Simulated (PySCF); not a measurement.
**Orbital picture of RbNa**

LDA at R = 3.715 Å; basis Rb def2-SVPD with ECP28, Na def2-SVPD; scalar-relativistic core potentials; PySCF 2.14. State: ¹Σ⁺ (singlet), closed shell. Only the outer orbitals are listed, counted within each symmetry, core potentials removing the inner ones.

```tsv
orbital	occ.	ε (eV)	on Rb (%)	main shells (%)
3σ	2	-32.08	100	100 Rb s
4σ	2	-27.80	0	100 Na p
1π	2	-27.79	0	100 Na p
1π	2	-27.79	0	100 Na p
2π	2	-15.89	100	100 Rb p
2π	2	-15.89	100	100 Rb p
5σ	2	-15.86	100	100 Rb p
6σ	2	-2.85	62	55 Rb s, 39 Na s
7σ	0	-1.79	60	42 Rb s, 31 Na s, 17 Rb p
3π	0	-0.92	61	57 Rb p, 39 Na p
3π	0	-0.92	61	57 Rb p, 39 Na p
```

Question: Which are the highest filled and the lowest empty level, where do they sit, and how wide is the gap?

Answer: Highest filled 6σ at -2.85 eV (in %: 55 Rb s, 39 Na s); lowest empty 7σ at -1.79 eV (in %: 42 Rb s, 31 Na s, 17 Rb p); the gap at LDA is 1.06 eV.

```
bond order (Mayer)                               : 0.95
⟨S²⟩                                             : 0.000
charge on Rb (Mulliken, basis-dependent)         : -0.24
charge on Rb (Löwdin, basis-dependent)           : 0.02
dipole moment (positive dipole means Rb(−)Na(+)) : -2.44 D
polarisability along the bond                    : 517.2 bohr³
polarisability across the bond                   : 266.3 bohr³
```

Closed-shell solutions of metal pairs were not tested for spin polarisation, which can lower them a little.
